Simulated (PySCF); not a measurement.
trichloroethylene (C₂HCl₃), SMILES ClC=C(Cl)Cl. Atoms are numbered in the order given.

```xyz
6

Cl     0.3468     2.2486     0.0000
C      0.9163     0.6378     0.0000
C      0.1102    -0.4320     0.0000
Cl    -1.5979    -0.3309     0.0000
Cl     0.7712    -2.0205     0.0000
H      1.9999     0.5134     0.0000
```
Charge 0, spin multiplicity 1.

The structure is a stationary point at PBE0-D3(BJ)/def2-SVP.

All values below come from TDA-PBE/def2-SVPD in PySCF.

Vertical excitations. Gas-phase values at a fixed geometry. State labels are in the subgroup Cs.

```
state  symmetry  energy (eV)  λ (nm)      f                                                main pairs
-----  --------  -----------  ------  -----  --------------------------------------------------------
S1           A"         5.24     237  0.000                                          HOMO→LUMO+1 96 %
S2           A"         5.34     232  0.000                                          HOMO→LUMO+2 97 %
S3           A"         5.95     208  0.000                                         HOMO−1→LUMO 100 %
S4           A'         5.99     207  0.338                                            HOMO→LUMO 81 %
S5           A"         6.31     196  0.004                                          HOMO→LUMO+3 94 %
S6           A"         6.37     195  0.000                                          HOMO−2→LUMO 94 %
S7           A'         6.68     186  0.025                      HOMO−1→LUMO+1 63 %, HOMO−3→LUMO 31 %
S8           A'         6.78     183  0.020  HOMO−1→LUMO+2 59 %, HOMO−3→LUMO 19 %, HOMO−1→LUMO+1 17 %
S9           A"         6.87     180  0.003                        HOMO−4→LUMO 80 %, HOMO→LUMO+4 20 %
S10          A"         6.90     180  0.013                        HOMO→LUMO+4 78 %, HOMO−4→LUMO 20 %
T1           A'         3.68     337      0                                            HOMO→LUMO 98 %
T2           A"         4.77     260      0                                          HOMO→LUMO+1 98 %
T3           A"         4.93     251      0                                          HOMO→LUMO+2 98 %
T4           A"         5.84     212      0                                         HOMO−1→LUMO 100 %
```
Triplets are in the Tamm–Dancoff approximation.
